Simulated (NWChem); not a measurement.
System: GeSiH$_{4}$, singlet; SMILES [SiH3][GeH]

```xyz
6

Ge     0.0014     0.8753     0.1462
H      1.5622     0.7866    -0.1840
Si    -0.0538    -1.5804     0.0230
H      0.8968    -2.1545     1.0333
H      0.4011    -2.0239    -1.3372
H     -1.4035    -2.1779     0.2723
```
Atoms are numbered in this order, from 1.

Computed with NWChem. Pople sets run with spherical d functions. Low-valent species are run as closed-shell singlets; no triplet was tried in these runs. Coordinates come from a PBE0/def2-SVP optimisation. Vzz is the largest principal value of the second derivative of the potential at the nucleus (NWChem prints the opposite sign); η is the asymmetry. Non-relativistic.

```json
[
 {"level": "PBE/6-31G*", "Vzz Ge1 (a.u.)": "4.570", "η Ge1": "0.26", "relative time": "1"},
 {"level": "PBE/cc-pVTZ", "Vzz Ge1 (a.u.)": "5.159", "η Ge1": "0.26", "relative time": "10"},
 {"level": "Hartree-Fock/cc-pVTZ", "Vzz Ge1 (a.u.)": "5.125", "η Ge1": "0.38", "relative time": "10"},
 {"level": "Hartree-Fock/def2-TZVP", "Vzz Ge1 (a.u.)": "5.488", "η Ge1": "0.39", "relative time": "2"}
]
```

Times are rough ratios from one shared machine.
